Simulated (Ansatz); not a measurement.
Ga12N12 (started as a model of: (GaN)12 cage of four- and six-membered rings). Charge 0, multiplicity 1. Geometry PBE-D4/def2-SVP.

| atom | x (Å) | y (Å) | z (Å) |
| --- | --- | --- | --- |
| Ga1 | -3.670 | 1.486 | -1.395 |
| Ga2 | -2.126 | 1.155 | -3.431 |
| Ga3 | -1.346 | 2.550 | -0.961 |
| Ga4 | -1.745 | 0.258 | 0.826 |
| Ga5 | -2.135 | -0.964 | -1.937 |
| Ga6 | 0.509 | 0.305 | -1.855 |
| Ga7 | 1.047 | 1.371 | 0.904 |
| Ga8 | 0.518 | -0.909 | 2.854 |
| Ga9 | 0.189 | -1.934 | 0.125 |
| Ga10 | 2.963 | -0.677 | 0.045 |
| Ga11 | 2.462 | -2.525 | 2.278 |
| Ga12 | 3.334 | -0.116 | 2.548 |
| N13 | -3.603 | 0.035 | -2.630 |
| N14 | -2.508 | 2.750 | -2.459 |
| N15 | -2.709 | 1.755 | 0.237 |
| N16 | -1.600 | -1.374 | -0.187 |
| N17 | -0.775 | -0.168 | -3.138 |
| N18 | 0.412 | 1.915 | -0.803 |
| N19 | -0.297 | 0.560 | 2.020 |
| N20 | 0.603 | -2.601 | 1.828 |
| N21 | 1.486 | -1.101 | -1.031 |
| N22 | 2.880 | 1.014 | 1.072 |
| N23 | 2.207 | -1.123 | 3.710 |
| N24 | 3.904 | -1.661 | 1.379 |

Single mean-field runs in def2-SVP, def2-TZVP are fitted with def2-universal-jkfit. Another isomer (singlet) lies 4.21 eV lower at PBE0-D4/def2-TZVP; other spin states weren't run for this one.

(1) Estimate the orbital energies around the gap (eV) in Ansatz with PBE-D4/def2-SVP, PBE-D4/def2-TZVP, PBE0-D4/def2-SVP, PBE0-D4/def2-TZVP, r2SCAN0-D4/def2-TZVP.

Answers

(1) 
| orbital | PBE-D4/def2-SVP | PBE-D4/def2-TZVP | PBE0-D4/def2-SVP | PBE0-D4/def2-TZVP | r2SCAN0-D4/def2-TZVP |
| --- | --- | --- | --- | --- | --- |
| HOMO−5 | -6.24 | -6.23 | -7.39 | -7.30 | -7.46 |
| HOMO−4 | -6.23 | -6.18 | -7.26 | -7.17 | -7.33 |
| HOMO−3 | -5.52 | -5.52 | -6.64 | -6.62 | -6.79 |
| HOMO−2 | -5.51 | -5.50 | -6.61 | -6.58 | -6.76 |
| HOMO−1 | -5.51 | -5.50 | -6.61 | -6.58 | -6.74 |
| HOMO | -5.51 | -5.50 | -6.61 | -6.58 | -6.74 |
| LUMO | -4.53 | -4.56 | -3.72 | -3.76 | -3.70 |
| LUMO+1 | -3.83 | -3.83 | -3.04 | -3.04 | -2.98 |
| LUMO+2 | -2.88 | -2.84 | -2.02 | -1.97 | -1.87 |
| LUMO+3 | -2.88 | -2.84 | -2.02 | -1.97 | -1.87 |
| LUMO+4 | -2.70 | -2.70 | -1.81 | -1.81 | -1.70 |
| LUMO+5 | -2.32 | -2.33 | -1.40 | -1.41 | -1.28 |
